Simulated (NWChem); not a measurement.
System: bromine monochloride (BrCl); SMILES BrCl

Program: NWChem. Medium grid unless said otherwise, to which SCAN and Minnesota functionals are sensitive. The geometry was optimised at PBE0/def2-SVP. Computed dipoles belong to the equilibrium geometry; the measured one is vibrationally averaged.

Measured dipole moment: 0.52 D (NIST CCCBDB, as tabulated in the package chemicals).

Task: Which of these levels lies farthest from the measured value, and how do the others fare: PBE/def2-SVP; r2SCAN/def2-SVP; B3LYP/def2-SVP; M06-L/def2-SVP; M06/def2-SVP; r2SCAN0/def2-SVP; BHandHLYP/def2-SVP; MPW1K/def2-SVP; LDA (Slater exchange, VWN5)/def2-SVP; TPSS/def2-SVP?

Result: M06-L/def2-SVP.
```
level                                 dipole moment (D)  computed − measured
------------------------------------  -----------------  -------------------
B3LYP/def2-SVP                                     0.51                -0.01
PBE/def2-SVP                                       0.50                -0.02
BHandHLYP/def2-SVP                                 0.56                +0.04
M06/def2-SVP                                       0.68                +0.16
LDA (Slater exchange, VWN5)/def2-SVP               0.46                -0.06
r2SCAN0/def2-SVP                                   0.56                +0.04
M06-L/def2-SVP                                     0.80                +0.28
MPW1K/def2-SVP                                     0.58                +0.06
TPSS/def2-SVP                                      0.53                +0.01
r2SCAN/def2-SVP                                    0.54                +0.02
```
